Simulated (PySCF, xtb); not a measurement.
C3H9FOSi, SMILES [Si@@H](F)(COC)C.

Coordinates come from a TPSSh-D3(BJ)/def2-SVP optimisation. The structure was generated by enumeration; whether it is a known compound was not checked. One conformer was computed; it need not be the lowest.

Computed with C-PCM-PBE0/def2-SVP run with PySCF.

The values are the electrostatic part of the solvation free energy, E(continuum) − E(gas) at the gas-phase geometry, in a cavity of scaled van der Waals radii (PySCF's table); cavitation and dispersion terms are not included. In vacuum the orbital gap is 8.99 eV. The dipole moment in vacuum is 2.38 D.

Question: Estimate the values in water (ε = 78.36), methanol (ε = 32.61), benzene (ε = 2.27). (The exact figures need the calculation; the answer reports its results.)

Answer: 
| solvent | ε | ΔG(elec) (kcal/mol) | dipole (D) | gap (eV) |
|---|---|---|---|---|
| water | 78.36 | -4.0 | 2.96 | 8.90 |
| methanol | 32.61 | -3.9 | 2.94 | 8.91 |
| benzene | 2.27 | -2.1 | 2.67 | 8.95 |

For comparison, GFN2-xTB/ALPB(water) (xtb, at the GFN2-xTB geometry, all terms of that model) gives -1.9 kcal/mol.
